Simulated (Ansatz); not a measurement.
`C#[C][Ti]([OH])([F])[Cl]` + NH₃ → `[NH2][Ti]([OH])([F])[Cl]` + `C#C` at 298.15 K and 1 bar (ligand exchange at a Ti–C bond).

Isolated molecules relaxed with PBE0-D4/def2-TZVP in Ansatz; ΔE leaves out vibrations. CCSD(T)/CBS adds triple-zeta CCSD(T) − MP2 to the extrapolated MP2 energy (def2 sets, frozen cores). This one scheme is used for every species. For Ti outer-core shells are correlated without core-valence functions, which leaves a few kJ/mol of doubt a bond. Scalar relativity is left out up to krypton. One conformer a species, not always the lowest.

| species | CCSD(T)/CBS energy (Eh) | H − E (kJ/mol) | S (J/(mol·K)) |
| --- | --- | --- | --- |
| `C#[C][Ti]([OH])([F])[Cl]` | -1561.10164 | 117.1 | 392.2 |
| NH₃ | -56.50880 | 100.5 | 192.4 |
| `[NH2][Ti]([OH])([F])[Cl]` | -1540.40193 | 132.4 | 375.8 |
| `C#C` | -77.22717 | 80.8 | 200.2 |

H − E and S are ideal-gas, rigid-rotor, harmonic terms from PBE0-D4/def2-TZVP, for one conformer and one mirror image of each species. 1 Eh = 2625.50 kJ/mol, R = 8.31446 J/(mol·K).

**Question.** By hand: ΔE, ΔH, ΔS and ΔG.

**Answer.** ΔE = (-1540.40193) + (-77.22717) − (-1561.10164) − (-56.50880) = -0.01866 Eh = -49.0 kJ/mol. Δ(H − E) = 132.4 + 80.8 − 117.1 − 100.5 = -4.4, so ΔH = -53.4 kJ/mol. ΔS = 375.8 + 200.2 − 392.2 − 192.4 = -8.6 J/(mol·K). ΔG = -53.4 − 298.15 × (-8.6)/1000 = -50.8 kJ/mol.

**Question.** By hand: the equilibrium constant, and the temperature at which ΔG would vanish if ΔH and ΔS stayed fixed.

**Answer.** log₁₀ K = −ΔG/(RT ln 10) = 8.9. ΔG = 0 at ΔH/ΔS = 6209 K, far beyond where these terms or the molecules hold.

The number of gas molecules stays the same, so ΔS is small and ΔH decides. A doubt of 5 kJ/mol in ΔE shifts log₁₀ K by 0.9 here. Other conformers and mirror images would add mixing entropy, several J/(mol·K) or more a flexible species. These are equilibria of isolated gas molecules and say nothing of rates. Largest T1 diagnostic: 0.024 (customary marks: 0.02 for closed shells, 0.045 for open ones).
